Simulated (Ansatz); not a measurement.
Basis-set extrapolation for C₂H₅BN₂O, SMILES `N#CCB(N)O` (PBE0-D4/def2-TZVP geometry, frozen core, Ansatz). Multiplicity 1, RHF reference.

```csv
,def2-TZVPP,def2-QZVPP
HF,-287.324921,-287.337756
MP2 correlation,-1.051341,-1.125554
CCSD(T) correlation,-1.120637,not run
```

Energies in hartree. Use E(X) = E(∞) + A·exp(−7.88·√X) for Hartree–Fock and E(X) = E(∞) + B·X^(−2.97) for correlation, with X = 3 and 4, and add CCSD(T) minus MP2 of the smaller set to the MP2 limit.

Problem. What is the CCSD(T) energy at the basis-set limit?

Solution. HF limit: -287.337756 + (-0.012835) × 0.13774 = -287.33952. MP2 limit: -1.125554 + (-0.074213) × 0.74074 = -1.18053. Higher-order term: -1.120637 − (-1.051341) = -0.06930. Total: -288.58935 hartree, 3.91 eV below CCSD(T)/def2-TZVPP.
